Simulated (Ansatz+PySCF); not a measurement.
The numbers below are computed, except where a source is named.
This PySCF input gave a total energy of -444.25417 hartree.

```python
from pyscf import gto, scf

mol = gto.M(atom="""
Zr 0.000000 0.000000 0.000000
F 1.181710 1.181710 1.181710
F 1.181710 -1.181710 -1.181710
F -1.181710 1.181710 -1.181710
F -1.181710 -1.181710 1.181710
""", basis='def2-svp', ecp={'Zr': 'def2-svp'}, charge=0, spin=0)
mf = scf.UHF(mol)
mf.init_guess = 'huckel'
mf.kernel()
while True:  # follow internal instabilities
    mo, _, stable, _ = mf.stability(return_status=True)
    if stable: break
    mf.kernel(mf.make_rdm1(mo, mf.mo_occ))
print(mf.converged, mf.e_tot, mf.spin_square()[0])
```

Question: Write an input for Ansatz with the same method and basis set.

Answer:

```yaml
crystal:
  periodic: [false, false, false]
  atoms:
    - { symbol: Zr, position_ang: [0.0, 0.0, 0.0] }
    - { symbol: F, position_ang: [1.18171, 1.18171, 1.18171] }
    - { symbol: F, position_ang: [1.18171, -1.18171, -1.18171] }
    - { symbol: F, position_ang: [-1.18171, 1.18171, -1.18171] }
    - { symbol: F, position_ang: [-1.18171, -1.18171, 1.18171] }
basis:
  gaussian: { orbitals: def2-SVP }
magnetization:
  spin_polarized: true
hamiltonian:
  xc: hf
```

Ansatz (development build ahead of 0.2.0) gave -444.25417 hartree, 0.05 meV from the first. The basis set brings a core potential for Zr, so the total leaves out those core electrons. Caution: other spin multiplicities were not run.
